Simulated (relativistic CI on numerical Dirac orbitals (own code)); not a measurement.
**Hyperfine structure of Cs³⁺, mass number 133**

Calculated at this level of theory: Dirac-Coulomb-Breit CI, separate exchange-only KLI orbitals for each configuration, model QED, valence Slater integrals scaled by 0.85, P86 correlation energy added to each configuration (own radial code, finite nucleus).

Configurations in the expansion (outside the closed core [Kr] 4d10): 5s2 5p4, 5s 5p5, 5s2 5p3 5d, 5p6, 5s2 5p3 5f, 5s 5p4 5d, 5s2 5p3 6s, 5s2 5p3 5g, 5s2 5p3 4f, 5s2 5p3 6p, 5s 5p4 5f, 5s2 5p3 6d, 5s2 5p3 7s, 5s2 5p2 5d2, 5s2 5p 5d3, 5s2 5p 5d2 5f, 5s 5p2 5d3, 5s2 5p 5d2 6s, 5s2 5p 5d2 5g. Double excitations out of closed p, d and f shells are left out; levels of such configurations are missing from the list, as are those of other unlisted configurations, and high levels can miss mixing partners. These lack a partner that the ground configuration has and come out too high: 5s2 5p3 4f, 5s2 5p3 6p, 5s 5p4 5f, 5s2 5p3 6d, 5s2 5p3 7s.

Nuclear spin I = 7/2, μ = 2.5778 μN, Q = -0.0034 b (tables of Stone and Pyykkö). The electronic factors are computed for point nuclear moments, without core polarisation; leaving it out makes A of s and p electrons in near-neutral atoms 20 to 40 % too small, and it can dominate for d and f shells.

```json
{"Level": "5s2 5p4 3P_2", "E (eV)": "0.0000", "A (MHz)": "1189", "B (MHz)": "-6.89"}
{"Level": "5s2 5p4 3P_1", "E (eV)": "1.5678", "A (MHz)": "-477.5", "B (MHz)": "5.09"}
{"Level": "5s2 5p4 1D_2", "E (eV)": "2.5443", "A (MHz)": "2897", "B (MHz)": "17.3"}
{"Level": "5s 5p5 3P°_2", "E (eV)": "15.1042", "A (MHz)": "7029", "B (MHz)": "9.09"}
{"Level": "5s 5p5 3P°_1", "E (eV)": "15.9706", "A (MHz)": "3051", "B (MHz)": "-4.3"}
{"Level": "5s2 5p3 5d 5D°_3", "E (eV)": "17.7487", "A (MHz)": "221.8", "B (MHz)": "-0.621"}
{"Level": "5s2 5p3 5d 5D°_2", "E (eV)": "17.7900", "A (MHz)": "288.4", "B (MHz)": "0.734"}
{"Level": "5s2 5p3 5d 5D°_4", "E (eV)": "17.8474", "A (MHz)": "73.08", "B (MHz)": "-0.734"}
```

Levels with J = 0, under 50 % of one LS term, or S terms without an open s electron are left out. Small factors come from cancelling terms and can be off by tens of per cent or more.

For a near-neutral ion this model can misplace configurations by up to about 10,000 cm⁻¹ (more where the count of f electrons changes) and terms by 10 to 25 % of their spread. Rates follow the energies as ν³ (E1, M1) or ν⁵ (E2), so they and the lifetimes can be off by large factors. The fine structure of a lone outer electron comes out too small, for d and f at times inverted, and misplaced configurations move strength between like terms. 36 of the 69 excited levels that our extract of the measured tables holds in this range could be paired (the sources list more); they are missed by 7993 cm⁻¹ on average and 11054 at most, and levels without a partner can miss by more.

Problem. Give the hyperfine levels of 5s2 5p4 3P_2 relative to its centre of gravity.

Solution. With K = F(F + 1) − I(I + 1) − J(J + 1), E = AK/2 + B[¾K(K + 1) − I(I + 1)J(J + 1)]/[2I(2I − 1)J(2J − 1)]: F = 3/2: -10710, F = 5/2: -7732, F = 7/2: -3567, F = 9/2: 1787, F = 11/2: 8325 MHz.

LS names give the leading component of a level, which can be under half, so a name can repeat, a term be missing and a line seem to break the LS rules.
